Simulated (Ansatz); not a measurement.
Computed with Ansatz on PBE0-D4/def2-TZVP structures; ΔE is electronic, products minus reactants. CBS: MP2 limit from def2 TZ/QZ plus the TZ coupled-cluster correction, frozen cores. DFT in def2-TZVPP. B3LYP here is the variant with VWN-RPA as its local correlation; programs differ in this. For Se outer-core shells are correlated without core-valence functions, which leaves a few kJ/mol of doubt a bond. Scalar relativity is left out up to krypton. Each species was taken in one conformer, which may not be the lowest.

`O[SiH2][SeH]` + `N=[C]([AlH2])[SiH3]` → `N=C([SiH3])[SeH]` + `O[SiH2][AlH2]`  (redistribution)

```json
{"level": "PBE-D4", "ΔE (kJ/mol)": "67.7", "difference from CCSD(T)/CBS": "-19.8"}
{"level": "r2SCAN-D4", "ΔE (kJ/mol)": "77.4", "difference from CCSD(T)/CBS": "-10.1"}
{"level": "ωB97X-V", "ΔE (kJ/mol)": "82.7", "difference from CCSD(T)/CBS": "-4.8"}
{"level": "ωB97M-V", "ΔE (kJ/mol)": "92.7", "difference from CCSD(T)/CBS": "5.2"}
{"level": "B2PLYP", "ΔE (kJ/mol)": "84.3", "difference from CCSD(T)/CBS": "-3.2"}
{"level": "PBE", "ΔE (kJ/mol)": "68.4", "difference from CCSD(T)/CBS": "-19.1"}
{"level": "r2SCAN", "ΔE (kJ/mol)": "77.6", "difference from CCSD(T)/CBS": "-9.9"}
{"level": "PBE0", "ΔE (kJ/mol)": "75.6", "difference from CCSD(T)/CBS": "-11.9"}
{"level": "B3LYP", "ΔE (kJ/mol)": "80.4", "difference from CCSD(T)/CBS": "-7.1"}
{"level": "HF/def2-TZVPP", "ΔE (kJ/mol)": "94.5", "difference from CCSD(T)/CBS": "7.0"}
{"level": "CCSD(T)/def2-TZVPP", "ΔE (kJ/mol)": "82.7", "difference from CCSD(T)/CBS": "-4.8"}
{"level": "HF/def2-QZVPP", "ΔE (kJ/mol)": "94.8", "difference from CCSD(T)/CBS": "7.3"}
{"level": "MP2/def2-QZVPP", "ΔE (kJ/mol)": "91.2", "difference from CCSD(T)/CBS": "3.7"}
{"level": "SCS-MP2/def2-QZVPP", "ΔE (kJ/mol)": "89.7", "difference from CCSD(T)/CBS": "2.2"}
{"level": "HF/CBS(def2)", "ΔE (kJ/mol)": "94.8", "difference from CCSD(T)/CBS": "7.3"}
{"level": "MP2/CBS(def2)", "ΔE (kJ/mol)": "93.1", "difference from CCSD(T)/CBS": "5.6"}
{"level": "CCSD(T)/CBS", "ΔE (kJ/mol)": "87.5", "difference from CCSD(T)/CBS": "0"}
```

Largest T1 diagnostic among the species: 0.013.

From PBE to PBE0 (25 % exact exchange), in def2-TZVPP and without D4, ΔE moves by +7.3 kJ/mol. In def2-TZVPP, CCSD(T) changes the Hartree–Fock value by −11.7 kJ/mol (the triples alone add −1.5 kJ/mol) and MP2 by −6.2 kJ/mol.
